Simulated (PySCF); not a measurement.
**ZnMe(NH2): computed shieldings and shifts**

ZnMe(NH2), CH5NZn, point group C1.

Geometry:
```
atom   x (Å)   y (Å)   z (Å)
 Zn1  -0.009  -0.036  -0.308
  C2  -0.013  -0.017   1.626
  H3   0.052   1.008   2.025
  H4   0.839  -0.586   2.030
  H5  -0.933  -0.473   2.028
  N6   0.016  -0.179  -2.125
  H7   0.842   0.141  -2.625
  H8  -0.794   0.141  -2.651
```

GIAO calculations in PySCF 2.14 on the PBE0-D3(BJ)/def2-SVP structure: isolated species, non-relativistic, equivalent atoms averaged; basis pcSseg-1 (pcSseg-2 on Zn).

Task: Give the isotropic shieldings (ppm) with B3LYP, PBE, PBE0.

Result: 
```tsv
atoms	environment	B3LYP	PBE	PBE0
Zn1	Zn bonded to C, N	1470	1417	1500
N6	nitrogen bonded to Zn, 2 H	265.2	260.5	270.1
C2	carbon bonded to Zn, 3 H	196.3	195.6	202.0
H3/H4/H5	hydrogen on a carbon bonded to Zn	31.63	31.39	31.58
H7/H8	hydrogen on a nitrogen bonded to Zn	31.87	31.56	31.81
HOMO–LUMO gap (eV)	–	6.16	4.52	6.77
```

Task: And the chemical shifts, against references computed in the same way?

Result: 
```tsv
atoms	nucleus, reference	B3LYP	PBE	PBE0
N6	15N, NH3	-1.7	4.6	-4.4
C2	13C, TMS	-17.1	-15.5	-17.5
H3/H4/H5	1H, TMS	-0.25	-0.19	-0.31
H7/H8	1H, TMS	-0.49	-0.36	-0.54
```

Task: Which part of the shielding of Zn1 depends on the functional?

Result: Diamagnetic: B3LYP 2524, PBE 2524, PBE0 2524 ppm; paramagnetic: B3LYP -1054, PBE -1107, PBE0 -1025 ppm. The diamagnetic part, set mainly by inner electrons, hardly moves; the paramagnetic part goes with low-lying magnetically allowed excitations and carries the spread.

Task: What couplings does PBE/pcJ-1 (pcSseg-1 on Zn) give?

Result: 1J(C2,H3) = 121.6, 1J(N6,H7) = -62.9, 2J(H3,H4) = -12.0, 2J(H7,H8) = -6.3, 2J(C2,N6) = -6.2 Hz (averaged over equivalent pairs; isotopes 13C, 1H, 15N).

Experimental scales use liquid or dissolved standards, which lie at an offset from isolated NH3 (liquid NH3: subtract about 20 ppm).
